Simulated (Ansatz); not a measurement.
One geometry of CH₃F₂Si, SMILES `C[Si](F)F` radical, several functionals.

```yaml
crystal:
  periodic: [false, false, false]
  atoms:
    - {symbol: C, position_ang: [-0.274163, 0.729017, -0.217950]}
    - {symbol: Si, position_ang: [0.785127, -0.790424, -0.045525]}
    - {symbol: F, position_ang: [1.077393, -1.037569, 1.505769]}
    - {symbol: F, position_ang: [-0.050855, -2.056794, -0.545980]}
    - {symbol: H, position_ang: [-0.539153, 0.893762, -1.263474]}
    - {symbol: H, position_ang: [0.252736, 1.607675, 0.157268]}
    - {symbol: H, position_ang: [-1.189785, 0.586332, 0.364191]}
basis:
  gaussian: {orbitals: def2-TZVPP}
magnetization: {spin_polarized: true, initial_magnetization: 1}
hamiltonian: {xc: {name: LC-wPBE}, dispersion: d4}
output: {orbitals: {seedname: orbitals}}
```

```sh
$ ansatz run in.yaml --threads 2 --pin off --events-out ev --progress --plain
```

Shortened log:

```
WARN the engine holds no damping parameters fitted to this dispersion correction and functional, so the run takes those fitted to pbe0 (hamiltonian.dispersion, under Limitations)
Functional definition: LC-wPBE
957 factors; their error is unknown
295 factors; integrals over basis functions are off by at most 2.1e-5 eV
mean field evaluation 1: about -14392.2322 eV, gradient 3.7e1 eV
mean field evaluation 2: about -14393.2087 eV, gradient 3.8e1 eV
mean field evaluation 4: about -14396.9422 eV, gradient 1.4e0 eV
mean field evaluation 8: about -14396.9664 eV, gradient 4.3e-2 eV
mean field evaluation 16: about -14396.9418 eV, gradient 4.6e-4 eV
mean field -14396.94176505 eV, -529.0778512680 hartree, gradient 5.4e-5 eV, S^2 0.751987; 0 other end points of the search recorded, 0 dependent functions left out
reference -14396.94176506 eV, -529.0778512682 hartree; 21, 20 occupied and 156, 157 virtual orbitals, 957 factors
Total energy: -14397.03518902 eV, -529.0812845354 hartree
```

Hardware: 2 threads of a server CPU on a shared host. Wall time 2.6 s, peak host memory 0.29 GiB.

Changing it to `hamiltonian: {xc: hse06, dispersion: d4}` (abridged; 2.6 s):

```
Functional definition: HSE06
mean field evaluation 16: about -14392.6949 eV, gradient 8.5e-6 eV
mean field -14392.69485046 eV, -528.9217800354 hartree, gradient 8.8e-6 eV, S^2 0.751627
Total energy: -14392.78138872 eV, -528.9249602577 hartree
```

The same input with `hamiltonian: {xc: {name: B97M-V}}` (abridged; 7 s):

```
Functional definition: B97M-V
mean field evaluation 16: about -14398.9763 eV, gradient 1.2e-4 eV
mean field -14398.97631070 eV, -529.1526194415 hartree, gradient 3.6e-5 eV, S^2 0.751616
Total energy: -14398.97636289 eV, -529.1526213596 hartree
```

Changing it to `hamiltonian: {xc: r2scan, dispersion: d4}` and forces (abridged; 4.8 s):

```
Functional definition: r2SCAN
mean field evaluation 16: about -14399.5154 eV, gradient 2.0e-4 eV
mean field -14399.51543934 eV, -529.1724320537 hartree, gradient 3.5e-5 eV, S^2 0.752362
Total energy: -14399.54135958 eV, -529.1733846047 hartree
Atom 0 force     0.037466    -0.020743    -0.010293 eV/Å
Atom 1 force     0.027236     0.062870    -0.046753 eV/Å
Atom 2 force     0.008566    -0.009292     0.070623 eV/Å
Atom 3 force    -0.042058    -0.054830    -0.019898 eV/Å
Atom 4 force    -0.008834     0.018391     0.031636 eV/Å
Atom 5 force    -0.034920    -0.004782    -0.013576 eV/Å
Atom 6 force     0.012543     0.008387    -0.011737 eV/Å
Dipole moment:    -0.067981     0.397990    -0.160295 e Å
```

The same input with `hamiltonian: {xc: {name: B3LYP}, dispersion: d4}` and forces (abridged; 3.5 s):

```
Functional definition: B3LYP
mean field evaluation 16: about -14403.6542 eV, gradient 5.5e-6 eV
mean field -14403.65422114 eV, -529.3245294792 hartree, gradient 5.5e-6 eV, S^2 0.751472
Total energy: -14403.83735095 eV, -529.3312593758 hartree
Atom 0 force    -0.101072     0.148528    -0.018176 eV/Å
Atom 1 force     0.194753     0.084235    -0.149447 eV/Å
Atom 2 force     0.041442    -0.032828     0.240054 eV/Å
Atom 3 force    -0.133969    -0.191130    -0.077484 eV/Å
Atom 4 force     0.005665     0.006818     0.057655 eV/Å
Atom 5 force    -0.040429    -0.034648    -0.023771 eV/Å
Atom 6 force     0.033609     0.019025    -0.028832 eV/Å
Dipole moment:    -0.055486     0.407938    -0.172111 e Å
```

The same input with `hamiltonian: {xc: {name: CAM-B3LYP}, dispersion: d4}` (abridged; 2.7 s):

```
Functional definition: CAM-B3LYP
mean field evaluation 16: about -14401.4418 eV, gradient 1.6e-4 eV
mean field -14401.44183634 eV, -529.2432258375 hartree, gradient 2.4e-5 eV, S^2 0.751732
Total energy: -14401.53569503 eV, -529.2466750807 hartree
```

LC-ωPBE has ω = 0.4 bohr⁻¹; the program lends it PBE0's D4 damping.

HSE06 is the plane-wave form, built on full-range PBE exchange.

B3LYP takes the VWN-RPA correlation (the form of Gaussian; ORCA's B3LYP/G).
